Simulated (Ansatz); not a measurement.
Mulliken charges of AlGaH₅N, SMILES `[NH2][GaH][AlH2]` from PBE/def2-TZVPP in Ansatz (PBE0-D4/def2-TZVP geometry).

```
atom   x (Å)   y (Å)   z (Å)  charge (e)
  N1  -1.819   0.096   0.265      -0.367
 Ga2  -0.162   0.810  -0.006       0.049
 Al3   1.836  -0.695  -0.246       0.316
  H4  -2.650   0.654   0.368       0.152
  H5  -2.023  -0.886   0.331       0.147
  H6  -0.205   2.386  -0.057      -0.064
  H7   2.711  -1.131   1.012      -0.116
  H8   2.311  -1.235  -1.668      -0.116
```

Problem. By hand: the dipole of these point charges (1 e Å = 4.8032 D).

Solution. Σ q r = (-0.030, -0.124, 0.009) e Å, of length 0.128 e Å = 0.61 D.

Problem. How does the dipole of the full density compare? (An estimate is asked.)

Solution. Computed: (-0.218, -0.109, 0.036) e Å, 1.18 D; the point charges give 0.52 times that, at 50° from its direction.

Point charges leave out the atoms' own dipoles, such as those of lone pairs, and Mulliken's split depends on the basis, so the two needn't agree.
